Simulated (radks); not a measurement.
Spherical quantum dot in the effective-mass picture: electrons in a parabolic well V = omega^2 r^2 / 2 with omega = 4.13, all in effective atomic units (hartree* = m*/eps^2 hartree, bohr* = eps/m* bohr), one dielectric constant everywhere. Calculated with a radial shooting solver with Libxc functionals: non-relativistic Kohn-Sham, LDA (Slater exchange, Perdew-Wang correlation), spin-polarised, spherical densities. Levels are named by radial order and angular momentum (1s, 1p, 1d, 2s, ...), and open shells are averaged over m. Results are scaled to m* = 0.029 and eps = 8.3, for which hartree* = 11.45 meV and bohr* = 15.15 nm.

N = 27, configuration 1s2 1p6 1d10 2s2 1f(up 7, down 0). This is the lowest configuration that the search found. Occupied and some empty levels:

level    occupation  eigenvalue (meV)  <r> (nm)
1s up             1            366.18     10.94
1s down           1            367.27     10.81
1p up             3            394.38     14.07
1p down           3            396.09     13.99
1d up             5            424.61     16.36
1d down           5            426.69     16.32
2s up             1            428.10     14.67
2s down           1            429.65     14.72
1f up             7            456.79     18.20
1f down           0            459.01     18.20
2p up             0            462.53     16.56
2p down           0            464.02     16.60
1g up             0            490.72     19.76
1g down           0            492.95     19.79
2d up             0            498.18     18.30
2d down           0            499.69     18.33

Energy (meV): total 7925.20, kinetic 1497.4, external 3145.9, Hartree 3588.6, exchange-correlation -306.66.
